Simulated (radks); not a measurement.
The numbers below are computed, except where a source is named.
Ionisation of the terbium ion Tb+, [Xe] 4f9 6s1, to [Xe] 4f9 as the strength of local exchange is varied. Level of theory: Dirac Kohn-Sham, Slater X-alpha exchange (alpha = 2/3 is LDA exchange), no correlation, spin-unpolarised, spherical densities, point nucleus; open shells are shared between the two j in proportion to 2j + 1 (a radial shooting solver on a logarithmic mesh with Libxc functionals).

| alpha | E(Tb+) (hartree) | exchange (hartree) | IE (eV) | -e of the level emptied (eV) | <r> of it (bohr) |
|---|---|---|---|---|---|
| 0.667 | -11704.5537 | -242.8447 | 10.858 | 8.118 (6s1/2) | 3.797 |
| 0.774 | -11743.5807 | -282.8117 | 11.384 | 8.656 (6s1/2) | 3.710 |
| 0.8 | -11753.0849 | -292.5644 | 11.515 | 8.791 (6s1/2) | 3.689 |
| 0.811 | -11757.1084 | -296.6953 | 11.571 | 8.849 (6s1/2) | 3.680 |
| 1.045 | -11843.0453 | -385.2490 | 12.808 | 10.132 (6s1/2) | 3.502 |
| 1.049 | -11844.5201 | -386.7740 | 12.830 | 10.155 (6s1/2) | 3.499 |

NIST Atomic Spectra Database: 11.51 eV (semi-empirical). The Delta-SCF value meets it near alpha = 0.80. Spin polarisation and multiplet splitting are left out, so open shells lie too high by an amount that depends on their filling. Sharing an open shell by 2j + 1 raises it above the true ground level by a part of the spin-orbit splitting, which enters the differences from NIST.

Beside tabulated values, note that spin-unpolarised runs miss the spin-polarisation part of the exchange energy of open shells.
